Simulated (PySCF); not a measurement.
# Working out the ionisation energy of Fe⁸⁺

Fe⁸⁺ [Ar] (1S) → Fe⁹⁺ [Ne] 3s2 3p5 (2P). Computed with PySCF 2.14 in an uncontracted even-tempered set (19 s from 0.4 bohr⁻², ratio 2.5; 12 p from 0.52 bohr⁻², ratio 2.5; 5 d from 4.4 bohr⁻², ratio 2.7; 4 f from 6.5 bohr⁻², ratio 2.7), with the spin-free X2C one-electron Hamiltonian (Gaussian nucleus). Frozen: 1s2; the 19 highest virtual orbitals dropped. Energies in hartree (1 hartree = 27.21139 eV):

```tsv
part	Fe⁸⁺ (lower)	Fe⁹⁺ (upper)
UHF	-1251.140930	-1242.579192
MP2 opposite-spin	-0.415666	-0.396023
MP2 same-spin	-0.158855	-0.146244
```

Q: What does Hartree-Fock give?

A: (-1242.579192) − (-1251.140930) = 8.561738 hartree = 232.977 eV.

Q: What do MP2 and SCS-MP2 (6/5 opposite-spin, 1/3 same-spin) give?

A: The opposite-spin parts differ by 0.535 eV and the same-spin parts by 0.343 eV. MP2: 232.977 + (0.535) + (0.343) = 233.855 eV. SCS-MP2: 232.977 + 1.2 × (0.535) + (0.343)/3 = 233.733 eV.

A first-order spin-orbit estimate adds -0.625 eV to MP2 (outer shells), giving 233.230 eV against 233.6 ± 0.4 eV (semi-empirical (NIST evaluation); NIST Atomic Spectra Database, ionization energies).

What remains against the reference includes basis incompleteness, the frozen core and correlation beyond second order.
